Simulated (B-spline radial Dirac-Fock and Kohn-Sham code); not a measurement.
Z = 22 (titanium), transition energy 91 keV. Level of theory: a Dirac-Hartree-Slater potential of the neutral atom with a Latter tail (no hole, which puts coefficients of high multipoles low close above an edge), finite nucleus with surface currents; a B-spline atomic structure program. Subshells that would emit electrons below 1 keV are left out.

Q: A pure transition shows α(K) = 49.7, L1/L2 = 2.33 and L1/L3 = 1.67. What is its multipolarity?
A. M3
B. M2
C. E2
D. M1
E. E4
F. E1
G. E3
H. M4

A: E. For comparison, α(K), L1/L2, L1/L3 are E1 0.0348, 54.3, 30.0; E2 0.450, 16.2, 10.4; E3 4.84, 5.38, 3.72; M1 0.0220, 38.6, 78.9; M2 0.249, 19.1, 25.4; M3 2.74, 11.5, 8.31; M4 30.2, 7.82, 3.92.

Values without a named source are computed, but for edge energies of neutral atoms, which are taken from tables.
